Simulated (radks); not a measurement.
Question: The table gives one normalised radial function P(r) = r R(r) of Te6+ in [Kr] 4d10 (r in bohr). Calculated with a radial shooting solver on a logarithmic mesh with Libxc functionals: scalar-relativistic Kohn-Sham, PBE, spin-polarised, spherical densities, finite nucleus; Fermi nuclear charge, rms radius 4.7423 fm.

| r | P |
|---|---|
| 0.0009653 | 0.0000 |
| 0.001452 | 0.0000 |
| 0.0022 | 0.0000 |
| 0.003309 | 0.0001 |
| 0.005016 | 0.0003 |
| 0.007543 | 0.0008 |
| 0.01143 | 0.0025 |
| 0.0172 | 0.0074 |
| 0.02607 | 0.0218 |
| 0.0392 | 0.0587 |
| 0.05942 | 0.1456 |
| 0.08936 | 0.3058 |
| 0.1355 | 0.5186 |
| 0.2037 | 0.6032 |
| 0.3088 | 0.2714 |
| 0.4643 | -0.4785 |
| 0.7039 | -1.0859 |
| 1.059 | -0.9762 |
| 1.605 | -0.4458 |
| 2.413 | -0.0936 |
| 3.658 | -0.0056 |
| 5.501 | -0.0001 |

Which n and l does it have? It may be an empty orbital.

Answer: n = 4, l = 2: the number of nodes gives n - l - 1 = 1, the rise at small r (about r^(l+1), flatter next to the nucleus through relativity) gives l, and the extent must fit the shell. The curve is that of 4d. 4d: eigenvalue -113.74 eV, 1 radial node at r = 0.364 bohr, <r> = 0.945 bohr, 90 % of the charge inside 1.43 bohr.
